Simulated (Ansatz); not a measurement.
`C/C(F)=C/C(F)F` and `C/C=C(/C)F` differ in one atom or group.

Ansatz, PBE0-D4/def2-TZVP geometries, multiplicity 1. Each molecule was computed in one conformer, which needn't be the lowest.

| property | `C/C(F)=C/C(F)F` |
| --- | --- |
| HOMO energy (PBE0/def2-TZVPP) / eV | -7.92 |
| HOMO–LUMO gap (PBE/def2-TZVPP) / eV | 5.39 |
| size of the dipole moment (B3LYP/def2-TZVPP) / D | 3.10 |
| LUMO energy (PBE/def2-TZVPP) / eV | -1.25 |
| HOMO–LUMO gap (ωB97M-V/def2-TZVPP) / eV | 12.12 |
| size of the dipole moment (ωB97M-V/def2-TZVPP) / D | 3.11 |

Task: What does the change do to each property? (Estimate.)

Result: The calculation gave: 
| property | `C/C=C(/C)F` | shift |
| --- | --- | --- |
| HOMO energy (PBE0/def2-TZVPP) / eV | -6.86 | 1.06 |
| HOMO–LUMO gap (PBE/def2-TZVPP) / eV | 5.48 | 0.09 |
| size of the dipole moment (B3LYP/def2-TZVPP) / D | 1.40 | -1.70 |
| LUMO energy (PBE/def2-TZVPP) / eV | -0.18 | 1.07 |
| HOMO–LUMO gap (ωB97M-V/def2-TZVPP) / eV | 11.91 | -0.21 |
| size of the dipole moment (ωB97M-V/def2-TZVPP) / D | 1.40 | -1.71 |

Dipoles are sizes alone; their direction can turn.

Positive LUMOs are unbound, so they and the gaps depend on the basis.

B3LYP here is the variant with VWN-RPA as its local correlation; programs differ in this.
